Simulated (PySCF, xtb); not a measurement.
CrO2Cl2, SMILES [Cl][Cr](=[O])(=[O])[Cl], multiplicity 1.

GFN2-xTB (xtb) at its own geometry gives an orbital gap of 2.65 eV and a dipole moment of 3.04 D.

Geometry: PBE-D3(BJ)/def2-SVP. The multiplicity is an assumed one; other spin states were not compared. The isomer is the one that the SMILES or the coordinates give; other isomers of the formula were not compared.

Q: What does HF/def2-TZVP run with PySCF give? (Estimate from the structure and the level; the computed values follow.)

A: gap 11.70 eV (levels -13.02 and -1.33 eV), dipole 0.68 D.
